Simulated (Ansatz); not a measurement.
The multiplicity is imposed and other spin states were not computed.

These are r2SCAN-D4/def2-SVP in Ansatz (a program for electronic structure) values and carry that method's errors. No frequencies were computed at this level.

Ansatz 0.2 input:
```yaml
crystal:
  periodic: [false, false, false]
  atoms:
    - { symbol: Cd, position_ang: [-0.343653, 0.046549, 0.655286] }
    - { symbol: C, position_ang: [1.462114, 1.190479, 0.790651] }
    - { symbol: H, position_ang: [1.316858, 2.054953, 0.143526] }
    - { symbol: H, position_ang: [2.216538, 0.529495, 0.363462] }
    - { symbol: H, position_ang: [1.748374, 1.505925, 1.786525] }
    - { symbol: F, position_ang: [-0.640638, -0.804375, -1.122965] }
basis:
  gaussian: { orbitals: def2-svp }
hamiltonian:
  xc: r2scan
  dispersion: d4
relax:
  max_steps: 150
```

Output:

```
Functional definition: r2SCAN
788 factors; their error is unknown
mean field evaluation 1: about -8351.6348 eV, gradient 6.9e1 eV
mean field evaluation 2: about -8247.6753 eV, gradient 2.3e2 eV
mean field evaluation 4: about -8361.6438 eV, gradient 2.6e1 eV
mean field evaluation 8: about -8362.9945 eV, gradient 8.5e-2 eV
mean field evaluation 16: about -8362.9713 eV, gradient 3.1e-5 eV
mean field -8362.97132966 eV, -307.3335277395 hartree, gradient 3.1e-5 eV, S^2 0.000000; 0 other end points of the search recorded, 0 dependent functions left out
reference -8362.97134270 eV, -307.3335282188 hartree; 19, 19 occupied and 55, 55 virtual orbitals, 788 factors
relax step   1: F+E_penalty+E_count = -8362.98979630 eV  Δ(F+E_penalty+E_count) = +0.000e0 eV  max|allowed force component| = 9.616e-1 eV/Å  Δτ_max = 0.0000 Å  (26 SCF iters, accepted)
these checks for a lower state are left out or cut short: starts, cluster_reference, orbital_swaps, neighbouring_geometries, increment
788 factors; their error is unknown
mean field -8363.26574212 eV, -307.3443471976 hartree, gradient 9.0e-6 eV, S^2 0.000000; 0 other end points of the search recorded, 0 dependent functions left out
reference -8363.26575538 eV, -307.3443476850 hartree; 19, 19 occupied and 55, 55 virtual orbitals, 788 factors
relax step   2: F+E_penalty+E_count = -8363.28391689 eV  Δ(F+E_penalty+E_count) = -2.941e-1 eV  max|allowed force component| = 1.043e0 eV/Å  Δτ_max = 0.1973 Å  (37 SCF iters, accepted)
these checks for a lower state are left out or cut short: starts, cluster_reference, orbital_swaps, neighbouring_geometries, increment
788 factors; their error is unknown
mean field evaluation 32: about -8363.5024 eV, gradient 1.1e-5 eV
mean field -8363.50240669 eV, -307.3530444602 hartree, gradient 1.1e-5 eV, S^2 0.000000; 0 other end points of the search recorded, 0 dependent functions left out
reference -8363.50242018 eV, -307.3530449559 hartree; 19, 19 occupied and 55, 55 virtual orbitals, 788 factors
relax step   3: F+E_penalty+E_count = -8363.52033424 eV  Δ(F+E_penalty+E_count) = -2.364e-1 eV  max|allowed force component| = 1.162e0 eV/Å  Δτ_max = 0.1956 Å  (36 SCF iters, accepted)
these checks for a lower state are left out or cut short: starts, cluster_reference, orbital_swaps, neighbouring_geometries, increment
788 factors; their error is unknown
mean field -8363.77954260 eV, -307.3632290171 hartree, gradient 2.3e-5 eV, S^2 0.000000; 0 other end points of the search recorded, 0 dependent functions left out
reference -8363.77955610 eV, -307.3632295131 hartree; 19, 19 occupied and 55, 55 virtual orbitals, 788 factors
relax step   4: F+E_penalty+E_count = -8363.79732392 eV  Δ(F+E_penalty+E_count) = -2.770e-1 eV  max|allowed force component| = 4.381e-1 eV/Å  Δτ_max = 0.2000 Å  (35 SCF iters, accepted)
these checks for a lower state are left out or cut short: starts, cluster_reference, orbital_swaps, neighbouring_geometries, increment
788 factors; their error is unknown
mean field -8363.91835412 eV, -307.3683302464 hartree, gradient 2.2e-5 eV, S^2 0.000000; 0 other end points of the search recorded, 0 dependent functions left out
reference -8363.91836767 eV, -307.3683307443 hartree; 19, 19 occupied and 55, 55 virtual orbitals, 788 factors
relax step   5: F+E_penalty+E_count = -8363.93600797 eV  Δ(F+E_penalty+E_count) = -1.387e-1 eV  max|allowed force component| = 3.133e-1 eV/Å  Δτ_max = 0.2000 Å  (36 SCF iters, accepted)
these checks for a lower state are left out or cut short: starts, cluster_reference, orbital_swaps, neighbouring_geometries, increment
788 factors; their error is unknown
mean field -8363.95397520 eV, -307.3696392970 hartree, gradient 2.3e-5 eV, S^2 0.000000; 0 other end points of the search recorded, 0 dependent functions left out
reference -8363.95398890 eV, -307.3696398006 hartree; 19, 19 occupied and 55, 55 virtual orbitals, 788 factors
relax step   6: F+E_penalty+E_count = -8363.97166056 eV  Δ(F+E_penalty+E_count) = -3.565e-2 eV  max|allowed force component| = 7.264e-2 eV/Å  Δτ_max = 0.1317 Å  (29 SCF iters, accepted)
these checks for a lower state are left out or cut short: starts, cluster_reference, orbital_swaps, neighbouring_geometries, increment
788 factors; their error is unknown
mean field -8363.95408403 eV, -307.3696432963 hartree, gradient 1.9e-5 eV, S^2 0.000000; 0 other end points of the search recorded, 0 dependent functions left out
reference -8363.95409774 eV, -307.3696438002 hartree; 19, 19 occupied and 55, 55 virtual orbitals, 788 factors
relax step   7: F+E_penalty+E_count = -8363.97176720 eV  Δ(F+E_penalty+E_count) = -1.066e-4 eV  max|allowed force component| = 8.411e-2 eV/Å  Δτ_max = 0.0168 Å  (29 SCF iters, accepted)
these checks for a lower state are left out or cut short: starts, cluster_reference, orbital_swaps, neighbouring_geometries, increment
788 factors; their error is unknown
mean field evaluation 64: about -8363.9772 eV, gradient 6.5e-4 eV
mean field -8363.95442213 eV, -307.3696557214 hartree, gradient 1.9e-5 eV, S^2 0.000000; 0 other end points of the search recorded, 0 dependent functions left out
reference -8363.95443584 eV, -307.3696562252 hartree; 19, 19 occupied and 55, 55 virtual orbitals, 788 factors
relax step   8: F+E_penalty+E_count = -8363.97210655 eV  Δ(F+E_penalty+E_count) = -3.393e-4 eV  max|allowed force component| = 2.276e-2 eV/Å  Δτ_max = 0.0060 Å  (30 SCF iters, accepted)
these checks for a lower state are left out or cut short: starts, cluster_reference, orbital_swaps, neighbouring_geometries, increment
788 factors; their error is unknown
mean field -8363.95444975 eV, -307.3696567363 hartree, gradient 1.7e-5 eV, S^2 0.000000; 0 other end points of the search recorded, 0 dependent functions left out
reference -8363.95446346 eV, -307.3696572402 hartree; 19, 19 occupied and 55, 55 virtual orbitals, 788 factors
relax step   9: F+E_penalty+E_count = -8363.97213535 eV  Δ(F+E_penalty+E_count) = -2.880e-5 eV  max|allowed force component| = 2.571e-3 eV/Å  Δτ_max = 0.0017 Å  (23 SCF iters, accepted)
788 factors; their error is unknown
mean field -8363.95444975 eV, -307.3696567363 hartree, gradient 1.7e-5 eV, S^2 0.000000; 1 other end points of the search recorded, 0 dependent functions left out
reference -8363.95446346 eV, -307.3696572402 hartree; 19, 19 occupied and 55, 55 virtual orbitals, 788 factors
Total energy: -8363.97214906 eV, -307.3703071739 hartree
Atom 0 at     0.067196     0.028663    -0.051545 Å, force    -0.002003    -0.000239     0.001978 eV/Å
Atom 1 at     1.551755     1.234484     0.759182 Å, force     0.002352     0.001947     0.001899 eV/Å
Atom 2 at     1.505991     2.236951     0.309569 Å, force     0.001169    -0.000970    -0.000044 eV/Å
Atom 3 at     2.539981     0.795696     0.559096 Å, force     0.000295     0.001684     0.000002 eV/Å
Atom 4 at     1.411188     1.321904     1.846326 Å, force    -0.001064    -0.001431    -0.002571 eV/Å
Atom 5 at    -1.316518    -1.094671    -0.806142 Å, force    -0.000749    -0.000992    -0.001264 eV/Å
Dipole moment:     0.438130     0.355548     0.238648 e Å
```

Cost: around 40 core-seconds (rough).
